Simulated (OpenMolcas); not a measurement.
What dynamic correlation does to the levels of Ni²⁺

| Quantity | Value |
| --- | --- |
| Program | OpenMolcas 26.06 |
| Basis | ANO-L-VTZP [6s5p3d2f1g] |
| Scalar Hamiltonian | non-relativistic, point nucleus |
| Active space | 8 electrons in 5 orbitals (3d) |
| State averaging | 2S+1 = 3 even, 10 roots; 2S+1 = 1 even, 15 roots |
| Spin-orbit coupling | RASSI with atomic mean-field integrals over the reference wave functions, term energies averaged over their components |

Methods on the same reference wave functions:
A. CASSCF
B. SS-CASPT2, IPEA 0.25 Eh, imaginary shift 0.1 Eh (closed shells correlated: 3s 3p)

Energies in cm⁻¹ above 3d⁸ ³F₄, the measured ground level; measured values from Corliss and Sugar, J. Phys. Chem. Ref. Data 10, 197 (1981).

```tsv
Level	A	B	Measured
3d⁸ ³F₄	0.0	0.0	0.0
3d⁸ ³F₃	1379	1381	1361
3d⁸ ³F₂	2326	2300	2270
3d⁸ ¹D₂	17177	13530	14032
3d⁸ ³P₂	20815	17280	16662
3d⁸ ³P₁	21208	17680	16978
3d⁸ ³P₀	21483	17950	17231
3d⁸ ¹G₄	26636	23410	23109
3d⁸ ¹S₀	64155	53400	52532
```

Deviations, from unrounded energies. A percentage is the sum of absolute deviations over the sum of measured energies, with the sign that they share, or ± where signs differ.

| Against measurement | Levels | A | B |
| --- | --- | --- | --- |
| mean absolute deviation (cm-1) | 8 | 3900 | 470 |
| fine structure of the ground term (%) | 2 | +2.1 | +1.5 |
| other terms of the ground configuration (%) | 6 | +22.0 | ±2.6 |

B lies closest to measurement on these levels. The largest miss of B in the table is 3d⁸ ¹S₀, by +870 cm-1. The ranking rests on the paired levels alone, and a cruder setting can come out closer through cancelling errors.

From A to B the spin-free energies of the other terms of 3d⁸ shown, above ³F, scale by factors of 0.77 to 0.87, as is usual when dynamic correlation screens the repulsion within a d or f shell.

The lowest spin-free term lies below A's lowest term by 0.584 hartree in B.

Term energies are means over components that CASPT2 splits; among the terms shown or strongly mixed into the levels shown the widest spread is 970 cm-1 (3d⁸ ³F, B). Some levels mix across a computed gap that differs much from the measured one, so their mixing is not that of the real levels. Without dynamic correlation excited terms often stand tens of per cent too high (terms of higher spin than the ground term too low), and those without a measured partner can miss by more than the paired ones (holds for A). Measured partners are found by configuration, term and J. A level has none where our copy of the source lacks it or the pairing is in doubt (some pairs that miss far off the trend of their configuration count as doubtful), and it then counts in no deviation. Levels of configurations outside the active space are missing.
